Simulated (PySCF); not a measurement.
Br₂, charge -1, doublet, at a GFN2-xTB geometry (a state made from the parent by changing its charge; the spin is typed, not shown lowest).

PySCF was given this input:
```python
from pyscf import gto, scf, dft

mol = gto.M(
    atom='''
Br   -0.00000000   -0.00000000   -1.52077587
Br    0.00000000    0.00000000    1.52077587
''',
    basis='aug-cc-pvdz',
    charge=-1,
    spin=1,
    verbose=4,
)

mf = dft.UKS(mol)
mf.xc = 'pbe'
mf.kernel()
```

### Question
What does this run give for the nuclear repulsion energy, <S^2>, HOMO energy, number of basis functions?

### Answer

```yaml
nuclear_repulsion_energy: 213.1287 Eh
"<S^2>": 0.751
HOMO energy: -1.09 eV
number_of_basis_functions: 72
```

These values belong to the state on which the SCF converged, which isn't shown to be the lowest.
